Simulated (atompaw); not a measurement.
An all-electron radial function and its pseudo partner (I)

Columns: radius, all-electron u(r) and pseudo u(r) of the 4p shell (level -127.57 eV) of iodine in the configuration [Ar] 3d10 4s2 4p6 4d10 5s2 5p5; PBE, scalar-relativistic, PAW (atompaw) scheme, atompaw 4.2.0.5.

```csv
r (bohr),all-electron,pseudo
0.058,0.4852,0.0118
0.115,0.0614,0.0457
0.173,-0.5237,0.1011
0.231,-0.7288,0.1746
0.288,-0.5693,0.2607
0.346,-0.2032,0.3579
0.404,0.2196,0.4598
0.462,0.6057,0.5610
0.519,0.9063,0.6551
0.577,1.1198,0.7408
0.635,1.2454,0.8124
0.692,1.2969,0.8662
0.750,1.2925,0.9021
0.808,1.2469,0.9182
0.865,1.1755,0.9148
0.923,1.0866,0.8931
0.981,0.9895,0.8552
1.038,0.8922,0.8049
1.096,0.7954,0.7437
1.154,0.7034,0.6762
1.212,0.6179,0.6057
1.269,0.5412,0.5368
1.327,0.4706,0.4696
1.385,0.4077,0.4076
1.442,0.3528,0.3528
1.500,0.3037,0.3037
```

Question: How many radial nodes do the two functions have?

Answer: The all-electron 4p function has n − l − 1 = 2; the pseudo-wave has 0, since the states of the same l below it are removed with the core.

Question: Is the pseudo-wave norm-conserving?

Answer: No, it belongs to a PAW set: the norm inside the radius is not constrained, and the difference is carried by the augmentation charge.
